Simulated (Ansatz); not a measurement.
Energy profile

The step: SiH₄O ([OH][SiH3]) + AsH₃ → SiAsH₅ ([SiH3][AsH2]) + H₂O; bonds formed: Si1–As7, O2–H6; bonds broken: Si1–O2, H6–As7 (atoms numbered as in the saddle structure below).

```csv
atom,x (Å),y (Å),z (Å)
Si1,-0.3654,0.8471,-0.7951
O2,-0.7937,0.4203,0.9242
H3,-1.1644,0.1459,-1.8173
H4,-1.0318,2.1827,-0.6187
H5,1.0290,1.1980,-1.1458
H6,-0.1504,-0.4232,0.9607
As7,0.9229,-1.6381,-0.3718
H8,-0.7286,1.0989,1.6166
H9,2.0334,-1.2665,0.6076
H10,0.2490,-2.5654,0.6396
```

Electronic energies by CCSD(T) at an estimated basis limit (MP2 extrapolated from triple and quadruple zeta, plus CCSD(T) − MP2 in triple zeta), on PBE0-D4/def2-TZVP structures; SiAsH7O, closed shell; no counterpoise correction. Ansatz 0.2.0; basis: def2-TZVPP and def2-QZVPP; cores frozen in the correlated methods. Filled d shells of the heavier atoms are correlated. The def2 sets are not built for correlating such inner shells, so the correlated values are less sure here. Extrapolation: Hartree–Fock as exp(−7.88 √X), correlation as X^−2.97.

(1) Give the profile in eV, counted from the separated reactants. (To be estimated.)

No T1 diagnostic of these runs exceeds 0.013.

Answers

(1) The calculation gives:
| point | eV |
| --- | --- |
| separated: SiH4O (linked as [OH][SiH3]; Si1, O2, H3, H4, H5, H8; singlet) + AsH3 (H6, As7, H9, H10; singlet) | 0.000 |
| start structure | -0.057 |
| saddle | 1.976 |
| end structure | 0.448 |
| separated: SiAsH5 (linked as [SiH3][AsH2]; Si1, H3, H4, H5, As7, H9, H10; singlet) + H2O (O2, H6, H8; singlet) | 0.531 |

For scale, one of the runs: CCSD(T)/def2-TZVPP, 219 basis functions, launched by `ansatz run in.yaml --threads 4 --pin off --events-out ev --progress --plain --max-ram 9574MiB`. The run took 89 s on 4 CPU threads of an Arm Neoverse V2 (shared host), with 3.2 GiB of host memory at its peak.
